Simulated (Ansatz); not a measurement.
Relaxation of C$_{3}$H$_{4}$OSi (9 atoms, charge 0, multiplicity 1), to a largest force component of 0.02 eV/Å in at most 50 steps.

Computed with UKS B3LYP/def2-SVP (Ansatz).

```xyz
9
Properties=species:S:1:pos:R:3:forces:R:3
C 0.574 2.301 -0.444 -0.44 8.76 -0.16
C 0.579 1.143 -0.433 -0.23 -5.98 0.37
C 0.635 -0.291 -0.427 3.84 0.41 0.02
O 1.661 -0.875 -0.964 0.35 -0.19 0.24
Si -0.667 -1.246 0.456 -1.30 -1.04 3.53
H 0.486 3.426 -0.486 0.29 -1.89 0.11
H -0.454 -2.715 0.434 0.23 0.01 -0.41
H -0.210 -0.689 -0.989 -2.51 -0.21 -2.73
H -0.747 -0.844 1.956 -0.24 0.13 -0.97
```

**Question.** Where does it end, and by what steps?

**Answer.** The forces met the threshold. The force dipped under the threshold on the way, but the program's further checks kept it going. After 32 steps the energy has fallen by 4.121 eV; H8 moved furthest, 1.70 Å. The start is strongly strained (largest force component 9 eV/Å), so its close contacts needn't be bonds. Parted: C3–H8 (1.09 → 2.77 Å).

```tsv
step	energy less start (eV)	largest force component (eV/Å)	accepted
0	0.0000	8.758	yes
2	-0.9776	1.939	yes
4	-1.9199	1.675	yes
6	-3.1666	1.303	yes
8	-3.8516	0.814	yes
10	-4.1007	0.298	yes
12	-4.0786	2.556	no
14	-4.1179	0.029	yes
16	-4.1182	0.026	yes
18	-4.1183	0.080	no
20	-4.1188	0.101	yes
22	-4.1194	0.028	yes
24	-4.1199	0.036	yes
26	-4.1202	0.040	yes
28	-4.1206	0.017	yes
30	-4.1208	0.022	yes
32	-4.1209	0.015	yes
```

```xyz
9
Properties=species:S:1:pos:R:3
C 0.846 2.422 -0.178
C 0.867 1.232 -0.420
C 0.811 -0.206 -0.648
O 1.577 -0.777 -1.403
Si -0.533 -1.271 0.275
H 0.847 3.478 0.025
H 0.193 -2.327 1.033
H -1.386 -1.895 -0.775
H -1.367 -0.448 1.196
```

Whether the end is a true minimum wasn't checked by a vibrational analysis.

Time of the run: 81 s on 2 threads of Intel(R) Xeon(R) Platinum 8488C (Sapphire Rapids), on a shared host, peak memory 0.3 GiB.
